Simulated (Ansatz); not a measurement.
A trace of molecular dynamics of BF2H4NSi (9 atoms, charge 0, multiplicity 1).

Method: Ansatz, UKS B3LYP-D4/def2-SVP.

| Quantity | Value |
| --- | --- |
| ensemble | NVE (velocity Verlet) |
| starting velocities drawn for | 100 K |
| seed | 6594 |

| time (fs) | T (K) | potential energy less start (eV) | conserved less start (meV/atom) |
| --- | --- | --- | --- |
| 0.0 | 100 | 0.000 | 0.00 |
| 4.0 | 78 | 0.020 | 0.01 |
| 8.0 | 111 | -0.010 | 0.04 |
| 12.0 | 371 | -0.246 | -0.10 |
| 16.0 | 580 | -0.436 | -0.17 |
| 20.0 | 558 | -0.414 | 0.08 |
| 24.0 | 793 | -0.628 | -0.09 |
| 28.0 | 873 | -0.701 | -0.14 |
| 32.0 | 862 | -0.690 | -0.14 |
| 36.0 | 808 | -0.641 | -0.11 |
| 40.0 | 625 | -0.474 | 0.08 |
| 44.0 | 569 | -0.424 | 0.05 |
| 48.0 | 451 | -0.318 | -0.03 |
| 52.0 | 452 | -0.321 | -0.25 |
| 56.0 | 433 | -0.304 | -0.26 |
| 60.0 | 335 | -0.213 | 0.01 |
| 64.0 | 283 | -0.165 | 0.12 |
| 68.0 | 263 | -0.147 | 0.05 |
| 72.0 | 390 | -0.263 | -0.13 |
| 76.0 | 552 | -0.410 | -0.13 |
| 80.0 | 578 | -0.434 | -0.15 |
| 84.0 | 506 | -0.369 | -0.20 |
| 88.0 | 501 | -0.363 | 0.01 |
| 92.0 | 667 | -0.513 | 0.05 |
| 96.0 | 735 | -0.575 | -0.06 |
| 100.0 | 748 | -0.588 | -0.15 |

Question: Is this trajectory sound?

Answer: The conserved energy stayed within 0.3 meV per atom of its start (net change -0.15 meV per atom), so the integration is sound. The system heated up, since it started high on the potential surface and ran downhill. A run of 0.1 ps of so small a system gives no equilibrium averages. The orbitals stay closed-shell, which can raise the energy where a bond breaks towards radicals; this wasn't checked here. The time step was 0.5 fs.

The run took 11 min on 2 threads of Arm Neoverse V1, with other jobs on the host, peak memory 0.26 GiB.
